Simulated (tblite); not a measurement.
CH8GeSSi2.
Atom-mapped SMILES: `[SiH3:1][Ge@H:2]1[CH2:3][SiH2:4][S:5]1` (hydrogens: H6, H7, H8 on Si1; H9 on Ge2; H10, H11 on C3; H12, H13 on Si4)

Computed with GFN2-xTB (tblite), gas phase: L-BFGS steps from a force-field or distance-geometry start until the largest atomic force falls under 0.01 eV/Å.

Step 0: E = -404.4951 eV
```
atom  x, y, z in Å  |  force x, y, z in eV/Å
Si1    -2.4277    0.2595   -0.5730   -1.570   0.451  -0.373
Ge2    -0.2137    0.6074   -0.1568   -0.467  -0.102  -0.192
C3      0.7198   -0.8713    0.7598    0.067   0.113   1.372
Si4     2.2783   -0.1382    0.0093    0.908  -0.469   0.078
S5      1.1585    0.0342   -1.8112    0.557   0.588  -0.872
H6     -2.8275    0.7735   -1.9093    0.122  -0.247   0.328
H7     -2.8193   -1.1432   -0.4115    0.089   0.056  -0.036
H8     -3.2180    1.0646    0.3979    0.211  -0.255  -0.188
H9      0.1864    2.0062    0.3710    0.026  -0.179   0.063
H10     0.6625   -0.8420    1.8594    0.033  -0.524  -0.380
H11     0.5274   -1.8676    0.3161   -0.146   0.668   0.519
H12     3.4024   -1.0679   -0.0549    0.002   0.186  -0.162
H13     2.5668    1.1853    0.6017    0.169  -0.285  -0.156
```

**Question.** Estimate the geometry and energy of step 1. (The exact step hangs on the optimiser's Hessian estimate; all steps are aligned on step 0, rigid shifts and turns removed.)

**Answer.** E = -404.5973 eV, largest force 1.098 eV/Å
```
atom  x, y, z in Å  |  force x, y, z in eV/Å
Si1    -2.4502    0.2660   -0.5783   -1.053   0.216  -0.225
Ge2    -0.2204    0.6059   -0.1596   -0.393  -0.225  -0.223
C3      0.7208   -0.8697    0.7794    0.247   0.279   0.322
Si4     2.2912   -0.1449    0.0104    0.276  -0.298   0.044
S5      1.1664    0.0426   -1.8237    0.532   0.545  -0.469
H6     -2.8258    0.7699   -1.9046    0.009  -0.141   0.070
H7     -2.8181   -1.1424   -0.4120    0.052   0.058  -0.042
H8     -3.2150    1.0610    0.3953    0.041  -0.113  -0.036
H9      0.1867    2.0037    0.3719    0.014  -0.178   0.051
H10     0.6630   -0.8495    1.8540    0.000  -0.455   0.322
H11     0.5253   -1.8581    0.3235   -0.147   0.592   0.510
H12     3.4024   -1.0652   -0.0572    0.231  -0.009  -0.175
H13     2.5692    1.1812    0.5995    0.191  -0.271  -0.149
```

The energy changes by -0.1022 eV. The first-order estimate −F·Δx gives -0.1310 eV and the mean of the old and new forces, exact on a quadratic surface, -0.1020 eV. The step makes an angle of 0° with the force vector and moves no atom by more than 0.024 Å.

The cost below is that of the whole relaxation. Hardware: Arm Neoverse N1, one thread, shared host. Cost: 1.2 s wall.
